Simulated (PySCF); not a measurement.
Sn(F)(NH2)3 (FH6N3Sn), SMILES [NH2][Sn]([NH2])([NH2])[F]. The structure is a stationary point at B3LYP-D3(BJ)/def2-SVP. The structure was generated by enumeration; whether it is a known compound was not checked. The def2 effective core potentials stand for the cores of Sn; spin–orbit coupling is left out. One conformer was computed; it need not be the lowest.

The numbers are results of B3LYP-D3(BJ)/def2-SVP (PySCF), not measurements.

Harmonic wavenumbers (cm⁻¹): 97, 97, 156, 156, 161, 187, 187, 232, 532, 545, 545, 603, 643, 648, 648, 837, 864, 864, 1534, 1534, 1536, 3501, 3501, 3501, 3597, 3597, 3597. Rotational constants (GHz): 2.656, 2.656, 2.598; symmetry number 3.

Task: Work out the zero-point energy and the ideal-gas rigid-rotor harmonic-oscillator thermochemistry at 298.15 K and 1 atm.

Result: ZPE = ½ Σ hcν = ½ × 33901 cm⁻¹ = 202.77 kJ/mol. H − E(el) = 229.50 kJ/mol. Entropy in J/(mol K): translation 173.90, rotation 104.94, vibration 104.25, total 383.10. G − E(el) = 115.28 kJ/mol. Cp = 134.91 J/(mol K). Modes under 150 cm⁻¹ make the vibrational entropy uncertain.
